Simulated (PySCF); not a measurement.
C₃H₃N, SMILES C=CC#N.

The structure is a stationary point at B3LYP-D3(BJ)/def2-SVP.

Computed with TDA-M06-2X/def2-SVPD (PySCF).

Vertical excitations.  State labels are in the subgroup Cs.

Q: Estimate the UV-visible absorptions. (The exact figures need the calculation; the answer reports its results.)

A: 
```
state  symmetry  energy (eV)  λ (nm)      f                                                                  main pairs
-----  --------  -----------  ------  -----  --------------------------------------------------------------------------
S1           A"         6.19     200  0.000                                                            HOMO−1→LUMO 76 %
S2           A'         6.82     182  0.365                                                              HOMO→LUMO 77 %
S3           A"         7.08     175  0.003      HOMO→LUMO+1 46 %, HOMO→LUMO+3 19 %, HOMO−1→LUMO 15 %, HOMO→LUMO+4 14 %
S4           A"         7.64     162  0.012                                          HOMO−2→LUMO 76 %, HOMO−4→LUMO 18 %
S5           A"         8.05     154  0.010                         HOMO→LUMO+1 43 %, HOMO→LUMO+3 34 %, HOMO→LUMO+4 7 %
S6           A"         8.30     149  0.007                                          HOMO−4→LUMO 67 %, HOMO−2→LUMO 15 %
S7           A'         8.67     143  0.365                         HOMO−3→LUMO 59 %, HOMO→LUMO 13 %, HOMO−1→LUMO+3 9 %
S8           A"         8.68     143  0.002                                                            HOMO→LUMO+2 89 %
S9           A"         8.93     139  0.025                       HOMO→LUMO+4 45 %, HOMO→LUMO+3 30 %, HOMO−3→LUMO+1 8 %
S10          A'         9.23     134  0.010                  HOMO−2→LUMO+1 33 %, HOMO−2→LUMO+3 32 %, HOMO−2→LUMO+4 28 %
T1           A'         4.03     308      0                                                              HOMO→LUMO 95 %
T2           A"         6.09     204      0                                                            HOMO−1→LUMO 87 %
T3           A'         6.42     193      0  HOMO−3→LUMO 47 %, HOMO−1→LUMO+3 12 %, HOMO−1→LUMO+4 12 %, HOMO→LUMO+5 11 %
T4           A"         6.72     184      0                        HOMO→LUMO+1 39 %, HOMO→LUMO+3 25 %, HOMO→LUMO+4 20 %
```
Triplets are in the Tamm–Dancoff approximation.
